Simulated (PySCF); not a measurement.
# Mayer bond orders and bond lengths

Species: C5H6Cl2O2.
Atom-mapped SMILES: `[CH2:1]=[C:2]([C:3](=[O:4])[O:5][CH3:6])[CH:7]([Cl:8])[Cl:9]` (hydrogens: H10, H11 on C1; H12, H13, H14 on C6; H15 on C7)

Structure used (GFN2-xTB), in Å, numbered top down from 1:
```
atom  x, y, z in Å
C1    -1.0209   -1.3084    0.8892
C2    -0.9192   -0.1897    0.1790
C3     0.3936    0.3642   -0.2702
O4     0.5064    1.3766   -0.9154
O5     1.4231   -0.3867    0.1182
C6     2.7101    0.0746   -0.2750
C7    -2.1014    0.6324   -0.2307
Cl8   -2.8711    1.3531    1.2070
Cl9   -3.2932   -0.3569   -1.1015
H10   -0.1480   -1.8691    1.1724
H11   -1.9817   -1.6845    1.1992
H12    2.7745    0.1360   -1.3632
H13    2.9021    1.0642    0.1441
H14    3.4214   -0.6504    0.1116
H15   -1.8002    1.4527   -0.8867
```

Bond orders from the PBE0/pcSseg-1 density (PySCF). One conformer (not necessarily the lowest) at the GFN2-xTB geometry, without solvent, vibrations or thermal averaging.

(1) How far do the computed orders between heavy atoms stray from the drawn ones?

(2) Set the Mayer orders of the bonds between heavy atoms beside their lengths.

## Answers

(1) The largest departure is 0.138, at O5–C6 (drawn single, 0.862). Drawn single, order below 0.88: O5–C6 (0.862).

(2) 
| bond | drawn as | length (Å) | Mayer order |
| --- | --- | --- | --- |
| C1–C2 | double | 1.329 | 1.910 |
| C2–C3 | single | 1.494 | 0.960 |
| C3–O4 | double | 1.206 | 1.907 |
| C3–O5 | single | 1.332 | 1.111 |
| O5–C6 | single | 1.423 | 0.862 |
| C2–C7 | single | 1.497 | 0.974 |
| C7–Cl8 | single | 1.783 | 1.037 |
| C7–Cl9 | single | 1.777 | 1.038 |

By pair of heavy elements: C–C: lowest C2–C3 (0.960, 1.494 Å), highest C1–C2 (1.910, 1.329 Å). C–O: lowest O5–C6 (0.862, 1.423 Å), highest C3–O4 (1.907, 1.206 Å). C–Cl: all 2 within 0.02 of one another (1.037 to 1.038).

Problem. And the bonds to hydrogen?

Solution. C–H: 0.90 to 0.97 (6 bonds).

Problem. Sum the orders of all bonds at each heavy atom with more than one neighbour and set the sums beside the valence in the SMILES.

Solution. C1 3.765 (drawn 4), C2 3.844 (drawn 4), C3 3.978 (drawn 4), O5 1.973 (drawn 2), C6 3.755 (drawn 4), C7 3.945 (drawn 4). Orders between atoms that aren't bonded are not in these sums.

The Mayer order sums products of elements of PS (density times overlap matrix) between the two atoms' basis functions, so it depends on the basis set.
